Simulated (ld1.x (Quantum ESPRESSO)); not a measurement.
**What one change does to a pseudopotential (W (Z = 74), PAW)**

W (Z = 74), PAW, made with ld1.x (Quantum ESPRESSO) 7.5 (LDA (PZ), scalar-relativistic). Core [Kr] 4d10 4f14 5s2, reference 5p6 5d4 6s1 6p1. Waves: 6s (bound): rcut 2.15, rcutus 3.00 bohr; 6s channel at -0.1 Ry: rcut 2.15, rcutus 3.00 bohr; 5p (bound): rcut 2.05, rcutus 2.20 bohr; 6p (bound): rcut 2.05, rcutus 2.20 bohr; 5d (bound): rcut 2.55, rcutus 2.80 bohr; 5d channel at 3.9 Ry: rcut 2.55, rcutus 2.80 bohr. Local part: all-electron potential smoothed inside 2.05 bohr (lloc = -2). Core correction: Bessel-smoothed model core inside 1.15 bohr. Augmentation charge: PSQ, inside the norm-conserving radii.

Change: waves 6s (bound): rcut 2.15, rcutus 4.56 bohr; 6s channel at -0.1 Ry: rcut 2.15, rcutus 4.56 bohr.

Cutoffs: the cutoffs (Ry, on a coarse ladder) from which the occupation-weighted sum of valence levels, in a spherical-Bessel basis at the reference potential, stays within 10 and 1 mRy of its value at 400 Ry; they do not see the model core or the augmentation charge, which bear on the density cutoff. Errors are all-electron minus pseudo energies relative to the spin-unpolarised reference configuration.

Q: What does the change do?

A: The potential gets neither clearly harder nor softer (25 Ry and 35 Ry → 25 Ry and 35 Ry); the number of tests with a reliable result goes from 9 to 8 (the test run of the changed file stopped, so its transferability is not established); of the 8 tests that both files solve, the error grows in 4 and shrinks in 1 by more than 15 % and 0.3 meV (median size 2.3 → 8.0 meV); neither file shows a bound ghost.

```tsv
quantity	base	changed
cutoff, loose	25 Ry	25 Ry
cutoff, tight	35 Ry	35 Ry
bound ghosts	none	none
tests with a reliable result	9 of 9	8 of 9 (the test run stopped)
error for 5p6 5d4 6s2 6p0, meV [ΔE -4.57 eV]	+2.4	+6.9
error for 5p6 5d4 6s1 6p0, meV [ΔE 4.56 eV]	-0.4	+3.4
error for 5p6 5d4 6s0 6p0, meV [ΔE 20.59 eV]	-5.8	-5.7
error for 5p6 5d5 6s1 6p0, meV [ΔE -3.03 eV]	0.0	+24
error for 5p6 5d4.5 6s1.5 6p0, meV [ΔE -3.88 eV]	+1.8	+19
error for 5p6 5d4 6s0 6p1, meV [ΔE 10.12 eV]	-2.1	-2.3
error for 5p6 5d5 6s0 6p0, meV [ΔE 5.41 eV]	-9.3	-9.1
error for 5p6 5d4 6s1 6p1 (spin-polarised), meV [ΔE -3.51 eV]	-19	-15
lowest overlap eigenvalue by channel	s 0.34, p 0.08, d 0.77	s 0.04, p 0.08, d 0.77
```
